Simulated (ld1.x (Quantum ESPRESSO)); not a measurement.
**As (Z = 33), TM: configuration errors across variants**

ld1.x (Quantum ESPRESSO) 7.5 input, shortened:

```
&input
   title='As', zed=33., rel=2, dft='REVPBE', iswitch=3,
   config='[Ar] 3d10 4s2 4p2 4d-2', rel_dist='average'
 /
 &inputp
   pseudotype=2, tm=.true., lloc=-1, rcloc=1.35,
   nlcc=.true., new_core_ps=.true., rcore=1.00
 /
3
4S  1  0   2.00   0.00  1.20  1.20  0.0
4P  2  1   2.00   0.00  2.10  2.10  0.0
4D  3  2  -2.00   0.35  1.80  1.80  0.0
 &test
   configts(1)='4s2 4p2'
 /
```

Open shells are filled in proportion to 2j + 1 (rel_dist='average').

All-electron excitation energies from the reference (eV): (1) 4s2 4p3 -9.108; (2) 4s2 4p1 17.859; (3) 4s2 4p0 45.462; (4) 4s1 4p4 0.278; (5) 4s1 4p3 10.080; (6) 4s2 4p3.3 -10.331; (7) 4s2 4p2.5 -5.572.

A true bound ghost makes a file unfit for plane-wave use even where its test errors are small: the radial tests pick states by their node count and pass the ghost by.

Errors AE − PS in meV (a dash: test not solved or not reliable):

| change | (1) | (2) | (3) | (4) | (5) | (6) | (7) | bound ghosts |
| --- | --- | --- | --- | --- | --- | --- | --- | --- |
| base | +2.5 | +3.2 | +13 | -8.3 | -6.3 | +3.8 | +0.7 | s |
| wave 4p (bound): rc 2.10 bohr becomes 4p (bound): rc 1.66 bohr | +2.4 | +3.7 | +17 | -10 | -8.5 | +3.6 | +0.7 | s |
| wave 4p (bound): rc 2.10 bohr becomes 4p (bound): rc 2.02 bohr | +2.4 | +3.5 | +15 | -9.6 | -7.7 | +3.7 | +0.7 | s |
| wave 4p (bound): rc 2.10 bohr becomes 4p (bound): rc 2.30 bohr | +2.5 | +2.3 | +4.9 | -5.8 | -3.4 | +3.8 | +0.7 | s |
| wave 4p (bound): rc 2.10 bohr becomes 4p (bound): rc 2.58 bohr | +2.3 | -0.6 | -19 | -1.8 | +2.5 | +3.7 | +0.5 | none |
| wave 4p (bound): rc 2.10 bohr becomes 4p (bound): rc 2.86 bohr | +1.8 | -3.9 | -44 | -0.1 | +6.9 | +3.2 | +0.3 | s |
| wave 4p (bound): rc 2.10 bohr becomes 4p (bound): rc 3.08 bohr | +1.5 | -6.1 | -61 | +0.3 | +9.0 | +2.9 | +0.2 | s |

**Question.** Give the same row for: wave 4p (bound): rc 2.10 bohr becomes 4p (bound): rc 1.36 bohr.

**Answer.** +3.3, +5.7, +26, -4.9, -4.3, +5.0, +0.9; bound ghosts: s.
